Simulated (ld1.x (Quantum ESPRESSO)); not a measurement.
B (Z = 5): TM pseudisation with PBEsol, scalar-relativistic reference atom.

```
Element                 : B (Z = 5)
Generator               : ld1.x (Quantum ESPRESSO) 7.5
Type                    : norm-conserving Troullier–Martins (Kleinman–Bylander form)
Functional              : PBEsol
Relativity              : scalar-relativistic
Frozen core             : [He]
Valence charge          : 3
Reference configuration : 2s1.5 2p1.5
Partial waves           : 2p (bound): rc 2.65 bohr; 3d channel at 0.05 Ry: rc 2.24 bohr; 2s (bound): rc 1.55 bohr
Local potential         : the s channel
Core correction         : Bessel-smoothed model core, default radius (core density twice the valence density)
```

* Cutoffs needed: 18 Ry and 45 Ry (the cutoffs (Ry, on a coarse ladder) from which the occupation-weighted sum of valence levels, in a spherical-Bessel basis at the reference potential, stays within 10 and 1 mRy of its value at 400 Ry)
* Ghost test: no extra level below or beside the all-electron valence levels (p, d, s, f tested) (spherical-Bessel basis up to 400 Ry, 20 bohr box)
* Largest excitation error: +223 meV (all-electron minus pseudo) for 2s1 2p0, out of 7 test configurations
